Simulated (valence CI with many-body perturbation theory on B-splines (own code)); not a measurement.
Results of a calculation; reference values are marked as such.
# Ag XIV: magnetic and hyperfine properties of the levels

Method: valence CI with perturbative core correlation (CI+MBPT): six valence electrons over a frozen Dirac-Fock core [Ar] 3d10, a basis of 9 s, 9 p, 8 d, 6 f, 3 g, 1 h functions for each j, with the one-electron correlation potential Σ1, the two-electron term Σ2, the three-electron term Σ3, Breit, model QED; selected CI, second order for the rest, scaled by the run's own slope (own B-spline code, finite nucleus).

No measured spectrum was set against this ion. As an estimate, levels hold to about 250 cm⁻¹ or 0.2 % of their energy and the worst to 1 %, as in measured heavy ions of charge 2 to 7; those with d or f electrons hold less well. Among the levels kept, up to 1300 cm⁻¹ of a level comes from second order outside the variational space, and about a tenth of that is noise between levels of different J, which matters for small intervals.

A/g_I is the dipole constant over the nuclear g factor μ/I (μ in nuclear magnetons, uniformly magnetised nucleus), B/Q the quadrupole constant per barn. Both hold the static response of the core; the bare values leave it out. Large factors of s and p1/2 electrons are usually good to 5 to 10 %; those of open d and f shells near neutrality can be off by tens of per cent, and small factors of p3/2, d and f electrons come from cancelling terms and can be off by a factor of two or in sign, in half-filled shells by more. B is blank for J = 1/2, where it vanishes, and for nearly pure S terms. Energies count from the lowest level. Levels with J = 0 are left out.

Names give the largest LS component (configuration and term), which can be under half, so a name can repeat, a term be missing and a line seem to break the LS rules; names also repeat where a configuration has a term twice. Letters in brackets count levels of one name in rising energy.

```csv
Level,E (eV),g,A/g_I (MHz),A/g_I bare,B/Q (MHz/b),B/Q bare
4s2 4p4 3P_2,0.000,1.410,6630,6140,6340,5930
4s2 4p4 3P_1,5.961,1.500,-1540,-1610,-6310,-5890
4s2 4p4 1D_2,8.270,1.089,15300,14500,-19000,-17800
4s 4p5 3P°_2,42.623,1.500,36100,34100,-11800,-11000
4s 4p5 3P°_1,45.701,1.432,8360,7840,4290,4020
4s 4p5 1P°_1,54.595,1.065,48000,45400,-9040,-8430
4s2 4p3 4d 5D°_2 [a],58.471,1.228,3680,3420,-685,-641
4s2 4p3 4d 5D°_3,58.639,1.373,2750,2540,2440,2250
4s2 4p3 4d 5D°_1,59.011,1.452,1010,897,-1830,-1680
4s2 4p3 4d 5D°_4,59.519,1.425,1570,1420,2920,2650
4s2 4p3 4d 5D°_2 [b],60.836,1.195,1400,1350,-2660,-2490
4s2 4p3 4d 3D°_3 [a],63.451,1.217,1210,1140,6990,6500
4s2 4p3 4d 3D°_1 [a],63.834,0.601,10900,10500,-1700,-1600
4s2 4p3 4d 3F°_2 [a],64.080,0.926,11100,10500,-12000,-11300
4s2 4p3 4d 3F°_3 [a],64.901,1.149,9520,9000,-8760,-8180
4s2 4p3 4d 3G°_3,65.555,0.992,2090,2020,8210,7610
4s2 4p3 4d 3G°_4,65.962,1.172,6080,5760,-32.6,-74.8
4s2 4p3 4d 3F°_4 [a],66.954,1.220,3570,3390,10600,9910
4s2 4p3 4d 3D°_1 [b],67.901,0.601,701,834,-1100,-1050
4s2 4p3 4d 1G°_4,68.053,1.034,8950,8440,-1420,-1390
4s2 4p3 4d 3G°_5,68.319,1.199,7310,6900,2410,2180
4s2 4p3 4d 1D°_2,69.522,0.962,10300,9770,6340,5900
4s2 4p3 4d 3P°_1 [a],70.488,1.385,2800,2720,-113,-95.6
4s2 4p3 4d 3D°_2,71.858,1.197,-3090,-2850,7970,7400
4s2 4p3 4d 3F°_3 [b],72.728,1.076,7030,6680,2270,2060
4s2 4p3 4d 3F°_2 [b],72.729,0.948,6740,6440,6370,5930
4s2 4p3 4d 3D°_3 [b],73.768,1.162,7100,6710,1410,1280
4s2 4p3 4d 3P°_2 [a],74.746,1.320,6950,6560,2210,2060
4s2 4p3 4d 3P°_1 [b],75.158,1.230,3440,3090,-4370,-4080
4s2 4p3 4d 3F°_4 [b],75.651,1.196,3820,3640,-2150,-2090
4s2 4p3 4d 3S°_1,76.377,1.737,10300,9700,72.1,73.2
4s2 4p3 4d 3P°_2 [b],76.911,1.354,2880,2720,6410,5990
4s2 4p3 4d 3D°_3 [c],77.373,1.262,2400,2240,4990,4650
```

Take the isotope of mass number 107, with I = 1/2, μ = -0.11352 μN. What is the hyperfine structure of 4s 4p5 3P°_1?

From the table A = -1900 MHz. Shifts from the centre of gravity in MHz: F = 1/2: 1900, F = 3/2: -950.
